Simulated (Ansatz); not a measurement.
Calculated with Ansatz (gas phase, PBE0-D4/def2-TZVP geometries, no zero-point term in ΔE). CCSD(T)/CBS is the MP2 limit (def2-TZVPP, def2-QZVPP) plus CCSD(T) − MP2 in def2-TZVPP, frozen cores. Functionals use def2-TZVPP. B3LYP here is the variant with VWN-RPA as its local correlation; programs differ in this. One conformer a species, not always the lowest.

Reaction (ligand exchange at the Si–O bond): `F[SiH2]O[SiH3]` + `SC1CO1` → `[SiH3]SC1CO1` + `O[SiH2]F`

```tsv
level	ΔE (kJ/mol)
r2SCAN	40.1
B3LYP	49.8
```

**Question.** What does CCSD(T)/CBS give? (Estimate.)

**Answer.** The calculation gave: +44.2 kJ/mol. The listed levels differ from it by -4.1, 5.6 kJ/mol.

Largest T1 diagnostic among the species: 0.012.

In def2-TZVPP, CCSD(T) changes the Hartree–Fock value by −21.3 kJ/mol (the triples alone add −4.3 kJ/mol) and MP2 by −24.7 kJ/mol. From PBE to PBE0 (25 % exact exchange), in def2-TZVPP and without D4, ΔE moves by +5.3 kJ/mol.
